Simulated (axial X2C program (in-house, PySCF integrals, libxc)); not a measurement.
**Curves of GdC from open-shell CI on f7 s1**

Computed with an axial X2C code built on PySCF integrals: two-component X2C with atomic mean-field Coulomb and Gaunt terms, basis Gd dyall-v3z, C dyall-v3z (cores contracted in-house). Orbitals come from Hartree–Fock averaged over the configuration Gd f7 s1; CI then distributes these electrons over the f, s shells of Gd.

Scan along the bond; masses Gd 157.924 u, C 12.000 u. Energies in cm⁻¹ from the lowest point; levels are followed by energy order within each Ω. Lowest level at 2.007 Å: 100% f7 s1.

| R (Å) | (1)Ω=4 | (1)Ω=3 | (1)Ω=2 | (1)Ω=1 | (1)Ω=0 |
| --- | --- | --- | --- | --- | --- |
| 1.867 | 1978 | 1974 | 1971 | 1969 | 1969 |
| 1.937 | 580 | 585 | 589 | 591 | 592 |
| 2.007 | 0 | 14 | 24 | 30 | 32 |
| 2.087 | 157 | 178 | 194 | 203 | 207 |
| 2.168 | 1012 | 1037 | 1056 | 1068 | 1072 |
| 2.258 | 2569 | 2596 | 2616 | 2629 | 2633 |
| 2.368 | 5061 | 5088 | 5108 | 5120 | 5124 |

(1) Fit the curves (1)Ω=4, (1)Ω=3, (1)Ω=2, (1)Ω=1, (1)Ω=0 near their minima.

The 5 lowest curves are shown; the next is (2)Ω=3, from 1824 cm⁻¹.

Dynamic correlation is missing, so gaps between terms are too wide and other configurations may lie lower; the lowest level listed is that of this model, not necessarily the ground state. At most 4 roots were kept for each Ω > 0 (twice that for Ω = 0) within 2.2 eV of the lowest, so higher up levels can be missing between those listed; levels with Ω > 0 are doubly degenerate and listed once, Ω = 0 levels singly.

Results:

(1) From the open-shell CI curves, Te from the lowest:

| level | Te (cm⁻¹) | Re (Å) | ωe (cm⁻¹) |
| --- | --- | --- | --- |
| (1)Ω=4 | 0 | 2.030 | 622.7 |
| (1)Ω=3 | 17 | 2.030 | 622.2 |
| (1)Ω=2 | 29 | 2.029 | 621.8 |
| (1)Ω=1 | 36 | 2.029 | 621.6 |
| (1)Ω=0 | 38 | 2.029 | 621.6 |

Without dynamic correlation distances can be off by several hundredths of an Å (long for ionic bonds, short for multiple bonds) and the wavenumbers are rough.
